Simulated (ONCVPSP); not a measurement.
## An all-electron radial function and its pseudo partner (Hf (Z = 72))

Columns: radius, all-electron u(r) and pseudo u(r) of the 5p shell (level -37.19 eV) of hafnium in the configuration [Kr] 4d10 4f14 5s2 5p6 5d2 6s1 6p1; LDA (Perdew-Wang 92), scalar-relativistic, ONCV scheme, ONCVPSP 4.0.1.

| r (bohr) | all-electron | pseudo |
| --- | --- | --- |
| 0.123 | 0.2822 | 0.0300 |
| 0.245 | -0.0386 | 0.1149 |
| 0.368 | -0.4968 | 0.2437 |
| 0.490 | -0.3551 | 0.3966 |
| 0.613 | 0.0581 | 0.5561 |
| 0.735 | 0.4599 | 0.7008 |
| 0.858 | 0.7529 | 0.8178 |
| 0.980 | 0.9215 | 0.8961 |
| 1.103 | 0.9911 | 0.9336 |
| 1.225 | 0.9895 | 0.9321 |
| 1.348 | 0.9421 | 0.8979 |
| 1.470 | 0.8691 | 0.8398 |
| 1.593 | 0.7829 | 0.7659 |
| 1.715 | 0.6939 | 0.6851 |
| 1.838 | 0.6065 | 0.6025 |
| 1.960 | 0.5254 | 0.5238 |
| 2.083 | 0.4510 | 0.4505 |
| 2.205 | 0.3852 | 0.3850 |
| 2.328 | 0.3268 | 0.3268 |
| 2.450 | 0.2765 | 0.2764 |
| 2.573 | 0.2328 | 0.2327 |
| 2.695 | 0.1956 | 0.1956 |
| 2.818 | 0.1638 | 0.1638 |
| 2.940 | 0.1370 | 0.1370 |
| 3.063 | 0.1142 | 0.1142 |
| 3.185 | 0.0952 | 0.0952 |

Q: How many radial nodes do the two functions have?

A: The all-electron 5p function has n − l − 1 = 3 (the table is too coarse to show those close to the nucleus); the pseudo-wave has 0, since the states of the same l below it are removed with the core.

Q: At about which radius was the pseudo-wave matched?

A: 2.45 bohr. The columns agree to 0.0005 from 2.21 bohr on; several derivatives are matched, so the curves merge somewhat inside the radius.

Q: Where does each function peak?

A: Outermost all-electron maximum near 1.10 bohr, pseudo maximum near 1.10 bohr (to the table’s step).

Q: Is the pseudo-wave norm-conserving?

A: Yes: the ONCV scheme keeps the norm inside the radius equal to the all-electron one, which fixes the energy derivative of the logarithmic derivative at the level.
